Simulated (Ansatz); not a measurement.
Ansatz (a program for electronic structure) input (B3LYP-D3(BJ)/def2-TZVP):

Ansatz 0.2 input:
```yaml
crystal:
  periodic: [false, false, false]
  atoms:
    - {symbol: Mo, position_ang: [0.04699617, -0.08048301, 0.05032492]}
    - {symbol: O, position_ang: [1.57022021, -0.47657330, -0.37885360]}
    - {symbol: O, position_ang: [-0.67113640, -0.77392525, 1.34066736]}
    - {symbol: Cl, position_ang: [-1.00494763, 1.34382742, -1.07454733]}
basis:
  gaussian:
    orbitals: def2-TZVP
hamiltonian:
  xc: b3lyp
  dispersion: d3bj
magnetization: {spin_polarized: true, initial_magnetization: 1}
relax: {f_tol: 0.002, max_steps: 150}
```

End of the output:

```
reference -18478.87369496 eV, -679.0860828594 hartree; 24, 23 occupied and 115, 116 virtual orbitals, 936 factors
relax step  10: F+E_penalty+E_count = -18479.07682184 eV  Δ(F+E_penalty+E_count) = -3.418e-6 eV  max|allowed force component| = 1.069e-3 eV/Å  Δτ_max = 0.0015 Å  (47 SCF iters, accepted)
integrals: 0.06 GiB planned
936 factors; their error is unknown
mean field: 0.70 GiB planned
mean field evaluation 128: about -18478.7790 eV, gradient 1.5e0 eV
mean field -18478.87343997 eV, -679.0860734888 hartree, gradient 2.4e-5 eV, S^2 0.754966; 3 other end points of the search recorded, 0 dependent functions left out
the calculation of the forces begins
reference -18478.87369496 eV, -679.0860828594 hartree; 24, 23 occupied and 115, 116 virtual orbitals, 936 factors
Total energy: -18479.07707683 eV, -679.0935570051 hartree
Atom 0 at    -0.050711    -0.283582    -0.112112 Å, force     0.000693     0.000960     0.001069 eV/Å
Atom 1 at     1.619847    -0.456218    -0.267010 Å, force    -0.000528    -0.000213    -0.000410 eV/Å
Atom 2 at    -0.579815    -0.748021     1.420502 Å, force    -0.000227    -0.000173    -0.000640 eV/Å
Atom 3 at    -1.048190     1.500667    -1.103789 Å, force     0.000062    -0.000574    -0.000019 eV/Å
Dipole moment:    -0.249494    -0.089925    -0.340764 e Å
```

The spin state was set by rule; other spins were not relaxed.
